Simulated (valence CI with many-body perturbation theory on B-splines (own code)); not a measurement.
# Ca VI: electric-dipole lines

Calculated by configuration interaction combined with many-body perturbation theory (CI+MBPT): five valence electrons over a frozen Dirac-Fock core [Ne], a basis of 11 s, 11 p, 10 d, 8 f, 5 g, 2 h functions for each j, with the one-electron correlation potential Σ1 (screened to all orders), the two-electron term Σ2, the three-electron term Σ3, Breit, model QED; selected single and double excitations, second order for the rest, scaled by the run's own slope (own B-spline code, finite nucleus).

Against 6 measured levels this calculation errs by 111 cm⁻¹ on average and by 180 at most. These come from a selection out of Sugar and Corliss, J. Phys. Chem. Ref. Data 8, 865 (1979). Levels without a partner in it may be off by more. Among the levels kept, up to 3400 cm⁻¹ of a level comes from second order outside the variational space, and about a tenth of that is noise between levels of different J, which matters for small intervals.

Lines 151 to 200 of 576 in falling wavelength, among levels below 564500 cm⁻¹, chosen from the strongest by gf and those to the six lowest levels. Wavelengths and rates use the calculated energies, so an error of 100 cm⁻¹ moves a line at 51.07 nm by 0.051 % and its rate by three times that or more. Electric multipoles are in the length gauge, E1 and E2 with the static RPA response of the core. Weak lines are less certain than strong ones. Lines between different terms over intervals too small for the method are left out, as are lines whose strength nearly cancels. Where a level lies close to another of its J and parity, the split of strength between their lines is uncertain. The highest levels of a list are the least certain.

Names give the largest LS component (configuration and term), which can be under half, so a name can repeat, a term be missing and a line seem to break the LS rules; names also repeat where a configuration has a term twice. Letters in brackets count levels of one name in rising energy.

| λ vac (nm) | Upper | Lower | A (s⁻¹) | log gf | Branch % |
| --- | --- | --- | --- | --- | --- |
| 51.07 | 3s3p³3d ²F°_5/2 [a] | 3s²3p²3d ²F_5/2 [a] | 8.47e+08 | -0.70 | 37.0 |
| 51.07 | 3s3p³3d ⁴F°_5/2 [b] | 3s²3p²3d ⁴F_5/2 | 6.25e+08 | -0.83 | 18.9 |
| 50.99 | 3s²3p²4p ⁴P°_5/2 | 3s²3p²3d ⁴P_5/2 | 5.41e+08 | -0.90 | 4.4 |
| 50.93 | 3s²3p²4p ⁴S°_3/2 | 3s²3p²3d ⁴P_3/2 | 1.07e+09 | -0.78 | 11.8 |
| 50.89 | 3s3p³3d ⁴D°_7/2 [d] | 3s²3p²3d ⁴P_5/2 | 2.48e+09 | -0.11 | 9.6 |
| 50.84 | 3s3p³3d ⁴D°_5/2 [d] | 3s²3p²3d ⁴P_5/2 | 6.65e+08 | -0.81 | 2.4 |
| 50.81 | 3s3p³3d ⁴F°_3/2 [b] | 3s²3p²3d ⁴F_3/2 | 7.28e+08 | -0.95 | 22.0 |
| 50.64 | 3s²3p²4p ⁴S°_3/2 | 3s²3p²3d ⁴P_5/2 | 1.30e+09 | -0.70 | 14.2 |
| 50.63 | 3s3p³3d ²P°_3/2 [b] | 3s²3p²3d ²D_5/2 [c] | 6.22e+08 | -1.02 | 1.5 |
| 50.56 | 3s²3p²3d ²P_1/2 [a] | 3s²3p³ ²D°_3/2 | 2.42e+09 | -0.73 | 84.5 |
| 50.13 | 3s²3p3d² ²P°_3/2 | 3s²3p²3d ²D_5/2 [b] | 1.21e+09 | -0.74 | 2.9 |
| 50.06 | 3s²3p²4p ²P°_3/2 [b] | 3s²3p²3d ²D_5/2 [a] | 1.51e+09 | -0.64 | 14.6 |
| 49.57 | 3s²3p²4p ²P°_1/2 [b] | 3s²3p²3d ²D_3/2 [a] | 2.12e+09 | -0.81 | 20.4 |
| 49.47 | 3s²3p²4p ²P°_3/2 [a] | 3s²3p²3d ²P_3/2 [b] | 5.60e+08 | -1.08 | 3.7 |
| 49.33 | 3s²3p²4p ²P°_1/2 [d] | 3s²3p²3d ²D_3/2 [b] | 2.14e+09 | -0.81 | 9.1 |
| 49.19 | 3s3p³3d ²D°_5/2 [b] | 3s²3p²3d ²F_7/2 [a] | 4.76e+08 | -0.98 | 5.0 |
| 48.98 | 3s²3p²4p ²P°_3/2 [c] | 3s²3p²3d ²D_5/2 [b] | 1.14e+09 | -0.79 | 9.9 |
| 48.78 | 3s²3p3d² ²F°_5/2 | 3s²3p²3d ²F_5/2 [b] | 1.01e+09 | -0.67 | 3.4 |
| 48.52 | 3s3p³3d ²D°_5/2 [c] | 3s²3p²3d ²D_5/2 [a] | 4.04e+08 | -1.07 | 2.7 |
| 48.45 | 3s3p³3d ²D°_5/2 [b] | 3s²3p²3d ⁴D_7/2 | 4.52e+08 | -1.02 | 4.7 |
| 48.45 | 3s²3p3d² ²F°_7/2 | 3s²3p²3d ²F_7/2 [b] | 1.06e+09 | -0.53 | 3.6 |
| 48.12 | 3s3p³3d ²D°_3/2 [d] | 3s²3p²3d ²D_3/2 [a] | 6.80e+08 | -1.03 | 3.7 |
| 48.10 | 3p⁵ ²P°_3/2 | 3s3p⁴ ⁴P_5/2 | 4.58e+06 | -3.20 | 0.2 |
| 47.93 | 3s²3p²4p ²D°_5/2 [c] | 3s²3p²3d ²D_5/2 [a] | 5.72e+08 | -0.93 | 4.8 |
| 47.37 | 3s3p³3d ²P°_1/2 [b] | 3s²3p²3d ²S_1/2 | 2.14e+09 | -0.84 | 5.0 |
| 47.35 | 3s3p³3d ²P°_3/2 [b] | 3s²3p²3d ²S_1/2 | 1.09e+09 | -0.83 | 2.6 |
| 47.12 | 3s3p³3d ²F°_7/2 [d] | 3s²3p²3d ²D_5/2 [a] | 3.35e+09 | -0.05 | 12.4 |
| 47.02 | 3s3p³3d ²G°_7/2 [b] | 3s²3p²3d ²F_7/2 [a] | 9.01e+08 | -0.62 | 13.6 |
| 46.93 | 3s3p³3d ²P°_3/2 [b] | 3s²3p²3d ²P_3/2 [c] | 1.44e+09 | -0.72 | 3.5 |
| 46.80 | 3s3p³3d ²G°_9/2 [b] | 3s²3p²3d ²F_7/2 [a] | 2.01e+09 | -0.18 | 30.0 |
| 46.67 | 3s3p³3d ²D°_5/2 [d] | 3s²3p²3d ²F_7/2 [b] | 8.43e+08 | -0.78 | 2.5 |
| 46.64 | 3s3p³3d ²P°_3/2 [b] | 3s²3p²3d ²P_1/2 [c] | 8.00e+08 | -0.98 | 1.9 |
| 46.60 | 3s3p³3d ²G°_7/2 [b] | 3s²3p²3d ⁴D_5/2 | 4.67e+08 | -0.91 | 7.1 |
| 46.57 | 3s3p³3d ²F°_5/2 [d] | 3s²3p²3d ²D_3/2 [a] | 2.78e+09 | -0.27 | 9.7 |
| 46.49 | 3s3p³3d ²F°_7/2 [b] | 3s²3p²3d ²F_7/2 [a] | 8.02e+08 | -0.68 | 15.0 |
| 46.35 | 3s3p³3d ²G°_7/2 [b] | 3s²3p²3d ⁴D_7/2 | 8.13e+08 | -0.68 | 12.3 |
| 46.33 | 3s3p³3d ⁴D°_7/2 [c] | 3s²3p²3d ⁴F_9/2 | 1.08e+09 | -0.55 | 2.4 |
| 46.28 | 3s3p³3d ²F°_5/2 [b] | 3s²3p²3d ⁴D_5/2 | 6.14e+08 | -0.93 | 13.9 |
| 46.28 | 3s3p³3d ²D°_5/2 [a] | 3s²3p²3d ²P_3/2 [a] | 4.56e+08 | -1.06 | 14.0 |
| 46.22 | 3s3p³3d ²F°_5/2 [c] | 3s²3p²3d ²G_7/2 | 2.28e+09 | -0.36 | 6.7 |
| 46.19 | 3s3p³3d ²G°_7/2 [b] | 3s²3p²3d ²F_5/2 [a] | 1.59e+09 | -0.39 | 24.0 |
| 46.13 | 3s3p³3d ²G°_9/2 [b] | 3s²3p²3d ⁴D_7/2 | 1.60e+09 | -0.29 | 23.9 |
| 46.08 | 3s3p³3d ²F°_7/2 [c] | 3s²3p²3d ²G_9/2 | 2.22e+09 | -0.25 | 6.1 |
| 45.96 | 3s3p³3d ²D°_5/2 [d] | 3s²3p²3d ²P_3/2 [c] | 3.00e+09 | -0.24 | 9.1 |
| 45.87 | 3s3p³3d ²F°_5/2 [b] | 3s²3p²3d ²F_5/2 [a] | 2.36e+09 | -0.35 | 53.6 |
| 45.86 | 3s3p³3d ⁴D°_5/2 [c] | 3s²3p²3d ⁴F_7/2 | 1.11e+09 | -0.68 | 2.5 |
| 45.83 | 3s3p³3d ²F°_7/2 [b] | 3s²3p²3d ⁴D_7/2 | 8.15e+08 | -0.69 | 15.3 |
| 45.78 | 3s²3p²3d ⁴F_3/2 | 3s²3p³ ²D°_3/2 | 7.20e+06 | -3.04 | 77.7 |
| 45.72 | 3s²3p²3d ⁴F_5/2 | 3s²3p³ ²D°_5/2 | 3.51e+06 | -3.18 | 57.3 |
| 45.71 | 3s3p³3d ²D°_3/2 [e] | 3s²3p²3d ²P_1/2 [c] | 2.88e+09 | -0.44 | 9.2 |

**Question.** How does gf follow from A for the line at 45.96 nm?

**Answer.** gf = 1.4992 × (2J+1)_upper × A / σ², with σ = 217588 cm⁻¹ and 2J+1 = 6: gf = 0.571.
